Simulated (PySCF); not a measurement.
Simulated outer-valence photoelectron spectrum of `[F][GeH2][O][GeH3]`. Computed with EOM-IP-CCSD/aug-cc-pVDZ in PySCF, restricted Hartree–Fock reference, frozen core, non-relativistic, gas phase, PBE0-D3(BJ)/def2-SVP geometry.

Each root has a Gaussian of 0.3 eV full width with its one-hole share as area; cross sections and vibrations are left out, and the highest printed point is 100.

```tsv
ionisation energy (eV)	intensity
10.4	0
10.5	2
10.6	10
10.7	30
10.8	51
10.9	46
11.0	23
11.1	10
11.2	19
11.3	42
11.4	52
11.5	35
11.6	13
11.7	3
11.8	0
11.9	0
12.0	0
12.1	0
12.2	2
12.3	13
12.4	35
12.5	52
12.6	42
12.7	19
12.8	11
12.9	24
13.0	47
13.1	55
13.2	52
13.3	72
13.4	100
13.5	87
13.6	43
13.7	12
13.8	2
13.9	0
14.0	0
14.1	0
14.2	0
14.3	0
14.4	0
14.5	0
14.6	1
14.7	7
14.8	25
14.9	51
15.0	66
15.1	68
15.2	60
15.3	38
15.4	14
15.5	3
15.6	0
```

Problem. Where are the maxima, and how many lines lie under the curve?

Solution. 6 maxima, at 10.8, 11.4, 12.5, 13.1, 13.4 and 15.1 eV, from 8 lines. At this width some lines have no maximum of their own.

Problem. List the lines with their holes.

Solution. 
| E (eV) | leading hole (HF orbital) | area | Koopmans (eV) |
| --- | --- | --- | --- |
| 10.83 | HOMO | 0.94 | 12.16 |
| 11.39 | HOMO-1 | 0.94 | 12.55 |
| 12.52 | HOMO-2 | 0.95 | 13.20 |
| 13.06 | HOMO-3 | 0.94 | 14.38 |
| 13.39 | HOMO-4 | 0.94 | 14.87 |
| 13.46 | HOMO-5 | 0.94 | 15.10 |
| 14.96 | HOMO-7 | 0.94 | 17.28 |
| 15.19 | HOMO-6 | 0.94 | 16.77 |

The widest gap, 1.50 eV, lies between 13.46 and 14.96 eV. Only orbitals with −ε under 21 eV, eight at most, were ionised, so the high end of the curve may lack lines.

Shape of the structure used: `[F:1][GeH2:2][O:3][GeH3:4]`: F1–Ge2–O3–Ge4 39°.

One conformer stands for the species.
